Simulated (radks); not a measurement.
Tb IX, 57 electrons, occupied as [Kr] 4d10 4f7 5s2 5p2 (the NIST ground configuration). Method: scalar-relativistic Kohn-Sham, PBE, spin-unpolarised, spherical densities, point nucleus; computed with a radial shooting solver on a logarithmic mesh with Libxc functionals. Some entries of the table are withheld. Estimate them.

orbital  occ.  eigenvalue (hartree)  r(max) (bohr)
1s          2             -1910.649        0.01364
2s          2                   (1)        0.07749
2p          6             -285.4370        0.06280
3s          2             -74.78773         0.2197
3p          6             -63.92774         0.2158
3d         10                   (2)         0.1764
4s          2             -18.52472         0.5041
4p          6             -14.93598         0.5260
4d         10             -10.00461         0.5447
5s          2              -5.81121          1.126
5p          2              -4.79234          1.238
4f          7              -4.58222         0.5395

Answer. 
(1) 2s eigenvalue (hartree): -320.6561
(2) 3d eigenvalue (hartree): -49.78692
